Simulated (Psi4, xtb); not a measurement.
Intermolecular potential of CH2O ··· O2S (SMILES C=O and O=S=O). Monomers: optimised at B3LYP-D3(BJ) (def2-TZVP), held rigid. Orientation: lowest of the rigid-body minima from ten starts at GFN2-xTB. The monomers approach along the line of their centres of mass (distance R); nothing else relaxes.

Computed with: GFN1-xTB (xtb); SAPT0/jun-cc-pVDZ, frozen core (Psi4).

Interaction energies in kJ/mol:

```tsv
R / Å	GFN1-xTB
2.23	-48.12
2.43	-65.41
2.61	-58.66
2.77	-47.03
2.98	-32.16
3.34	-15.92
3.62	-10.19
4.12	-6.09
4.78	-3.72
5.81	-1.87
7.10	-0.92
```

What does SAPT0/jun-cc-pVDZ give at the same points?

2.23: 27.23; 2.43: -5.43; 2.61: -20.06; 2.77: -25.84; 2.98: -27.29; 3.34: -22.80; 3.62: -18.13; 4.12: -11.56; 4.78: -6.60; 5.81: -3.18; 7.10: -1.55 (kJ/mol).
